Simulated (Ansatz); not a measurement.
Reaction (ligand exchange at a Ge–C bond): `C=[C](S)[GeH3]` + `OC[TeH]` → `[GeH3][O]C[TeH]` + `C=CS`

Program: Ansatz. Geometries: PBE0-D4/def2-TZVP. ΔE: electronic, gas phase. CBS: MP2 limit from def2 TZ/QZ plus the TZ coupled-cluster correction, frozen cores. This one scheme is used for every species. DFT in def2-TZVPP. B3LYP here is the variant with VWN-RPA as its local correlation; programs differ in this. def2 core potentials past Kr. For Ge, Te outer-core shells are correlated without core-valence functions, which leaves a few kJ/mol of doubt a bond. Scalar relativity is left out up to krypton. One conformer a species, not always the lowest.

`C=[C](S)[GeH3]`:

```xyz
10

C    -0.839    1.143    0.917
C     0.092    0.572    0.154
S     1.478    1.502   -0.395
Ge   -0.102   -1.257   -0.486
H    -0.753    2.166    1.271
H    -1.729    0.597    1.210
H     2.274    0.469   -0.714
H    -0.300   -1.257   -2.010
H    -1.307   -1.902    0.214
H     1.186   -2.033   -0.160
```

`OC[TeH]`:

Cartesian coordinates in Å:
```
O -0.545 -1.372 -0.118
C 0.063 -0.293 0.507
Te -0.670 1.666 -0.102
H -0.429 -1.291 -1.069
H 1.146 -0.252 0.363
H -0.154 -0.365 1.571
H 0.589 1.908 -1.153
```

`[GeH3][O]C[TeH]`:

Z-matrix (Å, degrees):
```
Ge
O 1 1.791
H 1 1.540 2 108.4
H 1 1.529 2 104.5 3 -120.2
H 1 1.540 2 108.5 3 119.6
C 2 1.390 1 117.9 3 -59.5
Te 6 2.154 2 111.5 1 179.0
H 6 1.095 2 113.0 1 59.6
H 6 1.097 2 112.9 1 -64.2
H 7 1.658 6 93.1 2 -77.0
```

`C=CS`:

Z-matrix (Å, degrees):
```
C
C 1 1.327
H 1 1.082 2 120.2
H 1 1.084 2 122.3 3 -180.0
S 2 1.751 1 123.6 3 179.8
H 2 1.084 1 120.9 3 -0.0
H 5 1.340 2 96.7 1 179.1
```

(1) Is it downhill or uphill in electronic energy at CCSD(T)/CBS, and by how much? (Estimate.)

(2) What do these levels give: PBE0-D4, B3LYP-D4, ωB97X-V, ωB97M-V, B2PLYP, PBE, PBE0, B3LYP, HF/def2-TZVPP, CCSD/def2-TZVPP, CCSD(T)/def2-TZVPP, HF/CBS(def2)? (An estimate is asked.)

Largest T1 diagnostic among the species: 0.012.

Answers

(1) The calculation gave: Downhill: ΔE = -5.6 kcal/mol.

(2) The calculation gave: PBE0-D4 -5.0, B3LYP-D4 -7.0, ωB97X-V -7.1, ωB97M-V -6.4, B2PLYP -7.5, PBE -5.1, PBE0 -5.4, B3LYP -7.9, HF/def2-TZVPP -10.7, CCSD/def2-TZVPP -6.8, CCSD(T)/def2-TZVPP -6.2, HF/CBS(def2) -11.2 kcal/mol.

In def2-TZVPP, CCSD(T) changes the Hartree–Fock value by +4.5 kcal/mol (the triples alone add +0.6 kcal/mol) and MP2 by +4.9 kcal/mol. The D4 term adds +0.8 kcal/mol with B3LYP and +0.4 kcal/mol with PBE0; it sums over pairs of atoms, weighted by their polarisabilities, and B3LYP, whose exchange is more repulsive, gets the larger term.
